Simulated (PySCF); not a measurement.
Electron correlation in P(2+) (phosphorus, charge +2)

[Ne] 3s2 3p1, 2P determinant. Calculation: PySCF 2.14, in aug-cc-pCVQZ-DK (10s9p7d5f3g, 134 functions); the spin-free X2C one-electron Hamiltonian (Gaussian nucleus). Frozen: [Ne]; 3 electrons correlated.

MP2 pair energies summed by pair of shells (mhartree):

| pair | energy | share (%) |
| --- | --- | --- |
| 3s-3s | -26.69 | 54.1 |
| 3s-3p | -22.63 | 45.9 |

Total MP2 correlation energy: -49.32 mhartree.

Same-spin part -3.10 and opposite-spin part -46.22 mhartree; SCS-MP2 scales them by 1/3 and 6/5 to -56.50 mhartree.
